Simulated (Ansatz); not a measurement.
`[OH][Al]([SH])[CH2]F` + silanol → `[OH][Al]([SH])[O][SiH3]` + fluoromethane  (ligand exchange at the Al–C bond)

Program: Ansatz. Geometries: PBE0-D4/def2-TZVP. ΔE: electronic, gas phase. CBS: MP2 limit from def2 TZ/QZ plus the TZ coupled-cluster correction, frozen cores. This one scheme is used for every species. Each species was taken in one conformer, which may not be the lowest.

| level | ΔE (kJ/mol) |
| --- | --- |
| MP2/def2-QZVPP | -192.7 |
| MP2/CBS(def2) | -191.2 |

**Question.** What does CCSD(T)/CBS give? (An estimate is asked.)

**Answer.** The calculation gave: -187.3 kJ/mol. The listed levels differ from it by -5.4, -3.9 kJ/mol.

Largest T1 diagnostic among the species: 0.012.

From r2SCAN to r2SCAN0 (25 % exact exchange), in def2-TZVPP and without D4, ΔE moves by −4.4 kJ/mol. Leaving LDA and LC-ωPBE aside and taking each functional with its dispersion term where it has one, the values, not all of them listed here, spread over 31.3 kJ/mol, from BHLYP-D4 to revPBE-D4. In def2-TZVPP, CCSD(T) changes the Hartree–Fock value by +19.1 kJ/mol (the triples alone add +3.0 kJ/mol) and MP2 by +15.2 kJ/mol.
